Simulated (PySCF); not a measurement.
## Iron: highly charged ions in a basis for the neutral atom

Fe(19+) [He] 2s2 2p3, Fe(20+) [He] 2s2 2p2. All numbers are calculated (PySCF 2.14, scalar relativity by spin-free X2C-1e, in x2c-SVPall). No spin-orbit coupling, so a gap to NIST mixes the basis error with missing relativistic terms.

Changed run: basis of the neutral atom used for a highly charged ion. This setting is unsound on purpose.

```
species  method  sound run (hartree)  changed run (hartree)  converged
Fe(19+)     UHF              not run             -997.47582        yes
Fe(19+)    PBE0              not run             -997.49478        yes
Fe(19+)    BP86              not run             -997.77165        yes
Fe(20+)     UHF              not run             -939.06558        yes
Fe(20+)    PBE0              not run             -939.10228        yes
Fe(20+)    BP86              not run             -939.39096        yes
```

Ionisation energy of Fe(19+):

| method | changed run (eV) | NIST (eV) |
| --- | --- | --- |
| UHF | 1589.4 | 1575.6 ± 0.5 |
| PBE0 | 1588.9 | 1575.6 ± 0.5 |
| BP86 | 1588.6 | 1575.6 ± 0.5 |

The contracted functions were made for the neutral atom and can be too rigid for a highly charged ion.
